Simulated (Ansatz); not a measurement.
Cartesian coordinates in Å:
```
C -1.551 -0.611 1.442
Al -0.652 -0.862 -0.272
C 1.183 -0.276 -0.545
Ga 1.410 1.594 -1.057
H -2.471 -0.029 1.316
H -1.858 -1.573 1.868
H -0.930 -0.101 2.182
H -1.436 -1.530 -1.488
H 1.626 -0.898 -1.329
H 1.714 -0.418 0.403
H 1.518 2.701 0.055
H 1.447 2.003 -2.575
```

Total charge 0; spin multiplicity 1.

Task: List the PBE/def2-TZVPP orbital energies in eV (Ansatz 0.2.0). (Estimate.)

Result: Ansatz gave: Occupied: -10093.37, -1506.14, -1233.31, -1093.04, -1092.91, -1092.91, -268.46, -268.19, -143.06, -106.43, -97.72, -97.37, -97.36, -68.57, -68.30, -68.28, -19.76, -19.58, -19.58, -19.50, -19.44, -16.71, -16.31, -10.70, -10.06, -9.54, -9.52, -9.44, -7.42, -7.02, -6.71, -6.47. Lowest empty: -2.42, -1.26, -0.45, 0.33, 0.66, 1.35, 1.55, 1.77.
